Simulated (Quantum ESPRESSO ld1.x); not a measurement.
All-electron atom: neutral tin in [Kr] 4d10 5s2 5p1 6d1 (not the ground configuration).

Method: Dirac Kohn-Sham, BLYP, spin-unpolarised, spherical densities, point nucleus; open shells are shared between the two j in proportion to 2j + 1; computed with ld1.x of Quantum ESPRESSO 7.5.

Energy parts (hartree):
part                     energy
total                  -6179.43
kinetic                 6507.29
electron-nucleus      -14989.31
Hartree                 2468.29
exchange-correlation    -165.69

Orbitals (lengths in bohr, moments of r in powers of bohr; <r^-3> diverges for s and p1/2; r(max) is where P^2 peaks; r(90%) holds 90 % of the orbital's charge):
| orbital | occ. | eigenvalue (hartree) | r(max) | r(90%) | <r> | <r^-3> | small-component weight |
|---|---|---|---|---|---|---|---|
| 1s1/2 | 2 | -1065.9351 | 0.01877 | 0.0522 | 0.02905 | - | 3.37e-02 |
| 2s1/2 | 2 | -161.0517 | 0.1062 | 0.194 | 0.1251 | - | 7.14e-03 |
| 2p1/2 | 2 | -150.4614 | 0.08178 | 0.173 | 0.1058 | - | 7.16e-03 |
| 2p3/2 | 4 | -141.9813 | 0.08630 | 0.181 | 0.1112 | 4303 | 6.84e-03 |
| 3s1/2 | 2 | -31.2420 | 0.3077 | 0.499 | 0.3392 | - | 2.06e-03 |
| 3p1/2 | 2 | -26.9403 | 0.2941 | 0.497 | 0.3299 | - | 2.01e-03 |
| 3p3/2 | 4 | -25.3922 | 0.3044 | 0.513 | 0.3412 | 800.6 | 1.92e-03 |
| 3d3/2 | 4 | -17.7859 | 0.2492 | 0.493 | 0.3126 | 125.8 | 1.80e-03 |
| 3d5/2 | 6 | -17.4663 | 0.2522 | 0.498 | 0.3161 | 117.4 | 1.78e-03 |
| 4s1/2 | 2 | -5.1264 | 0.7456 | 1.19 | 0.8183 | - | 5.58e-04 |
| 4p1/2 | 2 | -3.6959 | 0.7715 | 1.27 | 0.8654 | - | 4.97e-04 |
| 4p3/2 | 4 | -3.4166 | 0.7961 | 1.32 | 0.8953 | 144.4 | 4.69e-04 |
| 4d3/2 | 4 | -1.1810 | 0.8809 | 1.70 | 1.089 | 15.53 | 3.23e-04 |
| 4d5/2 | 6 | -1.1426 | 0.8905 | 1.72 | 1.104 | 14.31 | 3.15e-04 |
| 5s1/2 | 2 | -0.5781 | 1.981 | 3.40 | 2.311 | - | 7.77e-05 |
| 5p1/2 | 0.333333 | -0.3163 | 2.364 | 4.28 | 2.851 | - | 4.98e-05 |
| 5p3/2 | 0.666667 | -0.2955 | 2.460 | 4.44 | 2.962 | 10.67 | 4.62e-05 |
| 6d3/2 | 0.4 | -0.0204 | 14.91 | 22.2 | 16.11 | 0.05306 | 2.33e-06 |
| 6d5/2 | 0.6 | -0.0202 | 14.93 | 22.3 | 16.09 | 0.05297 | 2.42e-06 |

The highest occupied level is 6d5/2 at -0.550 eV. The density falls to 0.001 e/bohr^3 at r = 4.30 bohr. Summed over all electrons, <r^2> = 332.6 bohr^2, which gives a Langevin (diamagnetic) susceptibility term of -263 x 10^-6 cm^3/mol.
